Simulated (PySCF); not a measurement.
Compound: (NaCl)3 ring, Na3Cl3.
Bonds: Na1–Cl2, Na1–Cl6, Cl2–Na3, Na3–Cl4, Cl4–Na5, Na5–Cl6.

A linear-response calculation (PySCF, def2-SVPD basis, gas phase, vertical, core orbitals frozen in the response) gave these numbers; the functional is withheld.

Orbital energies (eV): HOMO-3 -7.90, HOMO-2 -7.83, HOMO-1 -7.77, HOMO -7.77, LUMO -0.88, LUMO+1 -0.31, LUMO+2 -0.28.

| state | E (eV) | f | main configurations (H = HOMO, L = LUMO) |
| --- | --- | --- | --- |
| S1 | 5.88 | 0.0008 | H-1/H→L (≥92%) |
| S2 | 5.88 | 0.0013 | H-1/H→L (≥91%) |
| S3 | 5.98 | 0.129 | H-2→L (91%) |
| S4 | 6.06 | 0.117 | H-3→L (93%) |
| S5 | 6.07 | 0.120 | H-4→L (93%) |
| S6 | 6.31 | 0.0003 | H-5→L (93%) |

Triplets (Tamm–Dancoff): T1 5.76 eV, H-1/H→L (≥88%); T2 5.77 eV, H-1/H→L (≥88%); T3 5.81 eV, H-2→L (86%).

Vertical ionisation energy by ΔSCF with the same functional: 9.74 eV. Mean static polarisability: 77.3 au.

Orbitals of the list HOMO-3 to LUMO+2 that lie within 0.01 eV of each other are written together with a slash and their weights summed (≥ marks a lower bound); for degenerate orbitals outside that list single weights are arbitrary.

Question: Name the functional.
A. HF
B. PBE
C. PBE0
D. wB97X-D

Answer: C. PBE0 is a global hybrid with 25% exact exchange. In this run −ε(HOMO) = 7.77 eV differs from the ΔSCF value by -1.97 eV, and S1 differs from the orbital gap of 6.88 eV by -1.00 eV. The ratio −ε(HOMO)/IP is 0.80. Small neutral molecules mostly give 0.7 to 0.83 with PBE0, 0.5 to 0.7 with PBE, 0.89 to 0.99 with wB97X-D; with Hartree–Fock the ratio is 1 or more (Koopmans' value less the relaxation energy is the ΔSCF value). The other options: PBE, a GGA without exact exchange; HF, time-dependent Hartree–Fock, 100% exact exchange; wB97X-D, range-separated, 22% exact exchange at short range and 100% at long range (ω = 0.2 bohr⁻¹).

The calculation used TDDFT PBE0/def2-SVPD, vertical, gas phase, core orbitals frozen in the response (PySCF 2.14.0, density-fitted response routines). One conformer (not necessarily the lowest) at the PBE0-D3(BJ)/def2-SVP geometry, without solvent, vibrations or thermal averaging.
